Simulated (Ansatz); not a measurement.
Reaction (substitution at a C–C bond): `CCC1CCCCC1` + H₂S → CH₃SH + `CC1CCCCC1`

Gas-phase electronic energies from Ansatz, PBE0-D4/def2-TZVP geometries. CCSD(T)/CBS adds triple-zeta CCSD(T) − MP2 to the extrapolated MP2 energy (def2 sets, frozen cores). This one scheme is used for every species. Functionals use def2-TZVPP. Each species was taken in one conformer, which may not be the lowest.

```csv
level,ΔE (kcal/mol),difference from CCSD(T)/CBS
PBE-D4,1.8,-1.1
r2SCAN-D4,2.1,-0.8
ωB97X-V,2.4,-0.5
B2PLYP,1.7,-1.2
r2SCAN,1.7,-1.2
PBE0,1.4,-1.5
CCSD/def2-TZVPP,3.3,0.4
CCSD(T)/def2-TZVPP,3.4,0.5
SCS-MP2/def2-QZVPP,2.4,-0.5
CCSD/CBS(def2),2.8,-0.1
CCSD(T)/CBS,2.9,0
```

Largest T1 diagnostic among the species: 0.009.

In def2-TZVPP, CCSD(T) changes the Hartree–Fock value by +2.2 kcal/mol (the triples alone add +0.1 kcal/mol) and MP2 by +2.0 kcal/mol. The D4 term adds +1.2 kcal/mol with B3LYP and +0.8 kcal/mol with PBE0; it sums over pairs of atoms, weighted by their polarisabilities, and B3LYP, whose exchange is more repulsive, gets the larger term.

B3LYP here is the variant with VWN-RPA as its local correlation; programs differ in this.
